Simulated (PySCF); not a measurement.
Zn²⁺: interval between two levels

Zn²⁺ [Ar] 3d10 → Zn²⁺ [Ar] 3d9 4p1 [3F4, M_J = 4], as a difference of total energies. All numbers are calculated (PySCF 2.14, the two-component X2C-1e Hamiltonian, in x2c-TZVPall-2c with one added diffuse shell each of s, p, d type (7s8p5d1f, 63 functions)). Correlated levels: [Ne] frozen; the 6 highest virtual spinors dropped. "Screened" scales the spin-orbit matrix elements by Boettger's factors to mimic the two-electron term; Breit and QED terms are absent.

```json
{"method": "GHF (spin-free)", "interval between two levels (cm⁻¹)": "125340"}
{"method": "GMP2 (spin-free)", "interval between two levels (cm⁻¹)": "145920"}
{"method": "GHF (screened spin-orbit)", "interval between two levels (cm⁻¹)": "124660"}
{"method": "GMP2 (screened spin-orbit)", "interval between two levels (cm⁻¹)": "145270"}
```

The labels give the starting determinants; with spin-orbit coupling the two ends relaxed to ⟨J²⟩ = 0.00, ⟨L²⟩ = 0.00, ⟨S²⟩ = 0.00 and ⟨J²⟩ = 20.00, ⟨L²⟩ = 12.00, ⟨S²⟩ = 2.00.
